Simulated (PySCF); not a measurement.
Species: C9H14.
SMILES with atom numbers: `[CH3:1][CH2:2][CH2:3][C@H:4]1[CH:5]=[CH:6][C:7]([CH3:8])=[CH:9]1` (hydrogens: H10, H11, H12 on C1; H13, H14 on C2; H15, H16 on C3; H17 on C4; H18 on C5; H19 on C6; H20, H21, H22 on C8; H23 on C9)

Computed by this run: PBE0-D3(BJ)/def2-SVP geometry optimisation, gas phase in PySCF 2.14.0; density fitting, grid level 1; the optimiser is geomeTRIC in internal coordinates, started from a GFN2-xTB structure with every atom displaced at random (about 0.01 Å).

Step 0: E = -9542.8632 eV
```
atom  x, y, z in Å  |  force x, y, z in eV/Å
C1      3.3499   -1.1508   -0.3631   -1.698   1.276   0.415
C2      2.0527   -0.8251    0.4138    0.441   0.355  -0.756
C3      1.2623    0.3327   -0.2189    1.396  -0.351   1.320
C4      0.0512    0.7086    0.5749   -2.175   0.038  -0.497
C5     -0.6807    1.8937   -0.0139    0.929   0.265   0.431
C6     -1.9375    1.5846   -0.3304    0.270  -0.681   0.212
C7     -2.1723    0.1821    0.0076   -0.732   0.074  -0.138
C8     -3.4747   -0.4831   -0.2324    0.104  -0.292  -0.322
C9     -1.0638   -0.3270    0.5527    1.040   0.876  -0.168
H10     3.8687   -1.9527    0.0989    0.813  -1.079   0.479
H11     3.9740   -0.2586   -0.3814    0.421   0.220  -0.034
H12     3.0945   -1.3971   -1.3858    0.020  -0.283  -0.620
H13     1.4021   -1.7022    0.4311   -0.105  -0.364   0.160
H14     2.3018   -0.5638    1.4537   -0.045  -0.056   0.104
H15     1.9252    1.2034   -0.2623    0.207   0.262  -0.145
H16     0.9914    0.0870   -1.2225   -0.373  -0.261  -1.166
H17     0.3088    0.9182    1.6150    0.279   0.161   0.471
H18    -0.1989    2.8553   -0.1265    0.137   0.395  -0.129
H19    -2.6758    2.2171   -0.7664   -0.640   0.683  -0.406
H20    -3.4807   -1.5184    0.1030    0.121  -0.417   0.018
H21    -3.7597   -0.4601   -1.2968    0.060  -0.006  -0.033
H22    -4.2751    0.0050    0.3071   -0.523   0.480   0.346
H23    -0.9159   -1.3254    0.8665    0.055  -1.295   0.458
```

Task: Estimate the geometry and energy of step 1. (The exact step hangs on the optimiser's Hessian estimate; all steps are aligned on step 0, rigid shifts and turns removed.)

Result: E = -9543.0835 eV, largest force 0.336 eV/Å
```
atom  x, y, z in Å  |  force x, y, z in eV/Å
C1      3.3324   -1.1509   -0.3607    0.093  -0.217   0.122
C2      2.0632   -0.8234    0.4079   -0.062  -0.045   0.092
C3      1.2996    0.3473   -0.1906   -0.196  -0.002  -0.273
C4      0.0126    0.7267    0.5616    0.211  -0.036   0.047
C5     -0.6819    1.9256   -0.0115   -0.044  -0.013  -0.019
C6     -1.9499    1.5974   -0.3272   -0.138   0.182  -0.074
C7     -2.1966    0.1888    0.0073    0.067  -0.054  -0.017
C8     -3.4942   -0.5047   -0.2241   -0.128   0.068   0.088
C9     -1.0574   -0.3222    0.5273   -0.031  -0.235   0.056
H10     3.8871   -1.9898    0.1059   -0.130   0.196  -0.135
H11     4.0075   -0.2821   -0.3945    0.048   0.015  -0.012
H12     3.1048   -1.4333   -1.4018    0.022  -0.004   0.024
H13     1.4088   -1.7134    0.4404    0.051   0.050  -0.003
H14     2.3103   -0.5923    1.4609    0.003  -0.021  -0.043
H15     1.9616    1.2291   -0.2311    0.015   0.026   0.010
H16     1.0244    0.1182   -1.2431    0.084   0.056   0.217
H17     0.2915    0.9434    1.6169   -0.051  -0.030  -0.060
H18    -0.2049    2.8971   -0.1499    0.017   0.000   0.008
H19    -2.7022    2.2629   -0.7667    0.098  -0.068   0.054
H20    -3.4646   -1.5504    0.1087    0.034  -0.042  -0.008
H21    -3.7717   -0.4891   -1.2905    0.009  -0.003  -0.026
H22    -4.3136   -0.0027    0.3210    0.044  -0.018  -0.036
H23    -0.9192   -1.3587    0.8577   -0.018   0.195  -0.014
```

The energy changes by -0.2203 eV. The first-order estimate −F·Δx gives -0.4982 eV and the mean of the old and new forces, exact on a quadratic surface, -0.2256 eV. The step makes an angle of 58° with the force vector and moves no atom by more than 0.054 Å.

The cost below is that of the whole optimisation. Hardware: an Arm Neoverse V1 with one thread, shared host with 32 logical CPUs at a one-minute load of 29. Cost: 2.3 min wall, 0.80 GiB resident at most.
